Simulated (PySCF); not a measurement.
**Arsenic: a sound run and one with changed settings**

Sound run: As [Ar] 3d10 4s2 4p3, As⁺ [Ar] 3d10 4s2 4p2. Computed with PySCF 2.14 in cc-pVTZ-PP with ECP10MDF, with a scalar-relativistic core potential. The sound run starts from symmetry-adapted Hartree-Fock orbitals and uses a fine grid where one is needed.

Changed run: 14 angular points. This setting is unsound on purpose.

| species | method | sound run (hartree) | changed run (hartree) | converged |
| --- | --- | --- | --- | --- |
| As | UHF | -331.21015 | -331.21015 | yes |
| As | PBE | -332.41431 | -332.41431 | yes |
| As | TPSS | -332.33970 | -332.33970 | yes |
| As⁺ | UHF | -330.86383 | -330.86383 | yes |
| As⁺ | PBE | -332.05257 | -332.05326 | yes |
| As⁺ | TPSS | -331.97665 | -331.97787 | yes |

Ionisation energy of As:

| method | sound run (eV) | changed run (eV) |
| --- | --- | --- |
| UHF | 9.424 | 9.424 |
| PBE | 9.843 | 9.825 |
| TPSS | 9.879 | 9.846 |

A coarse angular grid integrates products of high-l functions wrongly, so density functionals can shift, and the SCF can exploit the error; Hartree-Fock and MP2 need no grid.

For comparison, NIST gives 9.789 eV between the lowest levels.
